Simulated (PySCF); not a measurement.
**How methods differ on the excitation energy of B**

B [He] 2s2 2p1 (2P) → B [He] 2s1 2p1 3d1 (high-spin determinant), as a difference of total energies. Computed with PySCF 2.14 in aug-cc-pCVTZ-DK with one added diffuse shell each of s, p, d, f type (8s7p5d3f, 75 functions), with scalar relativity by spin-free X2C-1e. Correlated levels: valence: 1s2 frozen. The calculations carry no spin-orbit coupling.

```csv
method,excitation energy (eV)
UHF,9.673
MP2 (valence),10.784
SCS-MP2 (valence),11.030
CCSD (valence),11.260
CCSD(T) (valence),11.296
```

How much does correlation contribute at CCSD(T) (valence)?

11.296 − (9.673) = 1.623 eV, measured against UHF.

The upper state lies above the first ionisation limit, but in LS coupling its spin forbids autoionisation to the ground ion. A Rydberg-like electron needs more diffuse functions than a valence basis has.

The promoted electron is Rydberg-like, and one or two diffuse shells describe it only roughly, which tends to raise the upper state.

The determinant of the upper state mixes LS terms, which raises its energy above the lowest term, most at the Hartree-Fock and MP2 levels.
